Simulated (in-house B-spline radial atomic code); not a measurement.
Configurations of Cr, with energies counted from [Ar] 3d5 4s1. All numbers are computed (non-relativistic LDA PW92, spin-polarised, spherical fractional occupations; point nucleus) with an all-electron radial atomic-structure program (B-spline basis), not measured. Shells without spins written out take the highest spin.

Occupations are held fixed; configurations that lie above the ionisation limit could autoionise.

| configuration | E - E(ref) (eV) | highest orbital | its <r> (bohr) |
| --- | --- | --- | --- |
| [Ar] 3d6 | 4.1275 | 3d down | 3.318 |
| [Ar] 3d(3 up, 2 down) 4s(1 up, 0 down) | 4.6489 | 3d down | 1.506 |
| [Ar] 3d4 4s1 4f1 | 8.4199 | 4f up | 16.91 |
| [Ne] 3s2 3p5 3d5 4s1 4p1 | 42.07 | 4p up | 4.051 |
| [Ne] 3s2 3p5 3d5 4s1 5s1 | 44.518 | 5s up | 8.252 |
| [Ne] 3s2 3p5 3d5 4s1 5f1 | 46.524 | 5f up | 28.93 |
| [Ne] 3s2 3p(2 up, 3 down) 3d(2 up, 3 down) 4s(1 up, 0 down) 4p(1 up, 0 down) | 50.207 | 4p up | 4.154 |

Task: Order these further configurations by energy, lowest first.
A. [Ar] 3d(2 up, 2 down) 4s(0 up, 1 down) 5d(0 up, 1 down)
B. [Ar] 3d4 4s1 4d1
C. [Ar] 3d(1 up, 4 down) 4s(1 up, 0 down)
D. [Ar] 3d5 5d1
E. [Ar] 3d(5 up, 0 down) 5f(1 up, 0 down)

Result: C (3.6718 eV), D (6.4612 eV), E (6.8245 eV), B (7.5865 eV), A (12.17 eV).

Task: How far above the reference does [Ar] 3d(2 up, 3 down) 4f(0 up, 1 down) lie?

Result: 10.988 eV; its least bound orbital is 4f down with <r> = 17.09 bohr.

Task: How far above the reference does [Ne] 3s2 3p5 3d5 4s2 lie?

Result: 39.969 eV; its least bound orbital is 4s down with <r> = 3.4 bohr.

Task: How far above the reference does [Ar] 3d4 4s1 5d1 lie?

Result: 8.2714 eV; its least bound orbital is 5d up with <r> = 17.65 bohr.
